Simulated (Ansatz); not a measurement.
Geometry optimisation, DFT PBE, scalar-relativistic, plane waves, PAW in Ansatz 0.2.0.

Input file:

```yaml
crystal:
  lattice:
    - [-2.29, -3.966396, 0.0]
    - [3.435, -1.983198, 0.0]
    - [0.0, 0.0, 7.17686]
  atoms:
    - { symbol: Be, position: [0.75000007, 0.50000004, 0.0] }
    - { symbol: Be, position: [0.50000004, 0.33333336, 0.25] }
    - { symbol: Be, position: [0.75000007, 0.50000004, 0.5] }
    - { symbol: Be, position: [0.50000004, 0.33333336, 0.75] }
    - { symbol: Be, position: [0.50000003, 2.0e-08, 0.0] }
    - { symbol: Be, position: [0.25000004, 0.83333336, 0.25] }
    - { symbol: Be, position: [0.50000003, 2.0e-08, 0.5] }
    - { symbol: Be, position: [0.25000004, 0.83333336, 0.75] }
    - { symbol: Be, position: [0.25000003, 0.50000002, 0.0] }
    - { symbol: Be, position: [1.0e-08, 0.33333334, 0.25] }
    - { symbol: Be, position: [0.25000003, 0.50000002, 0.5] }
    - { symbol: Be, position: [1.0e-08, 0.33333334, 0.75] }
    - { symbol: Be, position: [0.0, 0.0, 0.0] }
    - { symbol: Be, position: [0.75000008, 0.83333338, 0.25] }
    - { symbol: Be, position: [0.0, 0.0, 0.5] }
    - { symbol: Be, position: [0.75000008, 0.83333338, 0.75] }
    - { symbol: Li, position: [0.48541194, 0.67414799, 0.37215963] }
basis:
  ecutwfc: 420.0
kpoints:
  mp_grid: { grid: [5, 5, 3] }
hamiltonian:
  xc: pbe
scf:
  occupations: { method: gaussian, width: 0.1 }
  lower_state_search: "off"
relax:
  f_tol: 0.03
  max_steps: 60
  adjacent_minimum: "off"
```

Run as:

```bash
$ ansatz run input.yaml --threads 1 --pin off --max-ram 3072MiB --backend cpu --events-out ev --progress --plain --runs-dir out
```

Task: Where does it end, and by what steps?

Result: The forces met the threshold. The force dipped under the threshold on the way, but the program's further checks kept it going. Limits of this set-up: coarse k mesh. After 13 steps the energy has fallen by 4.639 eV; Be6 moved furthest, 1.13 Å.

```json
{"step": "0", "energy less start (eV)": "0.0000", "largest force component (eV/Å)": "4.090", "accepted": "yes"}
{"step": "1", "energy less start (eV)": "-1.9828", "largest force component (eV/Å)": "2.610", "accepted": "yes"}
{"step": "2", "energy less start (eV)": "-3.6989", "largest force component (eV/Å)": "0.583", "accepted": "yes"}
{"step": "3", "energy less start (eV)": "-3.7483", "largest force component (eV/Å)": "0.706", "accepted": "yes"}
{"step": "4", "energy less start (eV)": "-3.9213", "largest force component (eV/Å)": "0.360", "accepted": "yes"}
{"step": "5", "energy less start (eV)": "-4.0875", "largest force component (eV/Å)": "0.288", "accepted": "yes"}
{"step": "6", "energy less start (eV)": "-4.2231", "largest force component (eV/Å)": "0.422", "accepted": "yes"}
{"step": "7", "energy less start (eV)": "-4.3244", "largest force component (eV/Å)": "0.482", "accepted": "yes"}
{"step": "8", "energy less start (eV)": "-4.5274", "largest force component (eV/Å)": "0.252", "accepted": "yes"}
{"step": "9", "energy less start (eV)": "-4.6005", "largest force component (eV/Å)": "0.148", "accepted": "yes"}
{"step": "10", "energy less start (eV)": "-4.6353", "largest force component (eV/Å)": "0.053", "accepted": "yes"}
{"step": "11", "energy less start (eV)": "-4.6386", "largest force component (eV/Å)": "0.018", "accepted": "yes"}
{"step": "12", "energy less start (eV)": "-4.6387", "largest force component (eV/Å)": "0.045", "accepted": "yes"}
{"step": "13", "energy less start (eV)": "-4.6393", "largest force component (eV/Å)": "0.020", "accepted": "yes"}
```

```xyz
17
Lattice="-2.2900 -3.9664 0.0000 3.4350 -1.9832 0.0000 0.0000 0.0000 7.1769" Properties=species:S:1:pos:R:3
Be -0.035 -3.908 0.019
Be -0.314 -2.853 1.846
Be -0.035 -3.908 3.674
Be -0.143 -2.617 5.434
Be -1.231 -1.984 0.021
Be 3.381 -2.953 1.846
Be -1.231 -1.984 3.671
Be 2.099 -2.620 5.434
Be 0.899 -1.870 0.026
Be 1.758 -0.897 1.846
Be 0.899 -1.869 3.665
Be 0.993 -0.609 5.434
Be -0.258 0.074 0.030
Be 1.268 -4.863 1.845
Be -0.259 0.074 3.661
Be 1.023 -4.610 5.434
Li 1.549 -2.884 1.846
```

The run took 4.4 min on 1 CPU thread of a shared host.
